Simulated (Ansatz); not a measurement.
```yaml
crystal:
  periodic: [false, false, false]
  atoms:
    - {symbol: I, position_ang: [-1.591221, -0.488398, 1.780953]}
    - {symbol: Ge, position_ang: [0.071852, 0.152839, 0.027155]}
    - {symbol: I, position_ang: [1.993606, -1.446945, 0.049015]}
    - {symbol: I, position_ang: [-1.017323, 0.145923, -2.223747]}
    - {symbol: H, position_ang: [0.592885, 1.562982, 0.325224]}
basis:
  gaussian: {orbitals: def2-TZVPP, point_charges: [{charge: 2.00, position_ang: [6.555, 0.123, 0.712]}]}
hamiltonian: {xc: {name: wPBEh}}
multiplicity: 3
```

```sh
$ ansatz run in.yaml --threads 4 --pin off --events-out ev --progress --plain --max-ram 11315MiB
```

It prints (some lines left out):

```
Error: YAML parse error: error: line 12 column 1: unknown field `multiplicity`, expected one of crystal, accuracy, basis, kpoints, hamiltonian, magnetization, projection, total_charge, correlation, batch, efield, external_charges, scf, relax, neb, saddle, md, ramp, phonons, dielectric, real_time, elastic, magnetic_configurations, gw, evaluate, workflow, output, checkpoint, execution
10 |   gaussian: {orbitals: def2-TZVPP, point_charges: [{charge: 2.00,…
11 | hamiltonian: {xc: {name: wPBEh}}
12 | multiplicity: 3
```

**Question.** What is wrong with this run?

**Answer.** The input holds a key that doesn't belong there. The input was rejected before any iteration.
